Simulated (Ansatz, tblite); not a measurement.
Isomers of Be4Se3⁺ (doublet), found by a short tight-binding search and relaxed with B3LYP-D4/def2-SVP in Ansatz.

The xTB rows come from tblite. Correlated methods freeze 27 core orbitals; core or outer-core shells of Se are correlated, in sets that lack core-valence functions.

Run but left out: HF/def2-SVP, MP2/def2-SVP, CCSD/def2-SVP, CCSD(T)/def2-SVP (flagged by the program: other roots).

A: At PBE-D4/def2-SVP, PBE-D4/def2-TZVP, r2SCAN-D4/def2-TZVP the gap within one spin of the charge 1 doublet nearly closes, so an electron or hole may be smeared out by delocalisation error. C: At HF/STO-3G the charge 1 doublet is spin-contaminated (final ⟨S²⟩ up to 0.83, 0.75 for a pure state). D: At PBE-D4/def2-SVP, PBE-D4/def2-TZVP, r2SCAN-D4/def2-TZVP the gap within one spin of the charge 1 doublet nearly closes, so an electron or hole may be smeared out by delocalisation error.

Other spin states weren't relaxed.

A:

```xyz
7

Be    0.526   -2.767    2.233
Be    2.076    1.849   -2.251
Be   -0.213    1.381   -0.748
Be   -0.867   -0.610    1.163
Se    0.191    1.403   -2.759
Se   -0.575    1.385    1.236
Se   -1.139   -2.641    1.126
```

B:

```
atom   x (Å)   y (Å)   z (Å)
 Be1   0.616   0.271  -0.958
 Be2  -1.368   0.694   0.186
 Be3   0.653   0.290   1.371
 Be4  -0.408  -1.477   0.192
 Se5   0.220   2.092   0.340
 Se6  -1.407  -0.625  -1.475
 Se7   1.695  -1.246   0.345
```

C:

```xyz
7

Be   -0.806    1.294   -0.499
Be   -0.938   -1.382    0.205
Be    0.944   -0.738   -1.178
Be    0.803    0.470    1.308
Se   -0.006    2.302    1.057
Se   -1.129   -0.393   -1.716
Se    1.133   -1.553    0.823
```

D:

```xyz
7

Be    1.5159   -0.7633   -0.4756
Be   -1.8936    0.1844    0.0969
Be   -0.9770   -1.3639   -0.9016
Be    0.1978    1.4642    0.9610
Se    0.7642   -2.3286   -1.5191
Se   -1.7558    1.9295    1.2280
Se    2.1485    0.8777    0.6104
```

Estimate which lies lowest at each level, and how far above it the others are (eV).


```csv
level,A,B,C,D
GFN1-xTB,1.56,0.09,0.00,0.07
GFN2-xTB,1.15,0.79,1.26,0.00
HF/STO-3G,3.32,0.00,0.08,1.86
HF/def2-TZVP,2.28,0.00,0.23,0.69
PBE-D4/def2-SVP,2.91,0.00,0.53,1.40
PBE-D4/def2-TZVP,3.02,0.00,0.57,1.55
r2SCAN-D4/def2-TZVP,2.93,0.00,0.49,1.58
PBE0-D4/def2-SVP,3.21,0.00,0.60,1.62
PBE0-D4/def2-TZVP,3.34,0.00,0.64,1.80
r2SCAN0-D4/def2-TZVP,3.26,0.00,0.59,1.84
BHLYP-D4/def2-TZVP,2.95,0.00,0.43,1.30
MP2/def2-TZVP,3.31,0.00,0.47,1.95
```
Point groups (tolerance 0.1 Å): A not assigned, B C3v, C C2v, D C2v. Lower isomers may exist. From def2-SVP to def2-TZVP the PBE0 values move by up to 0.18 eV, so results in the small set are rough.
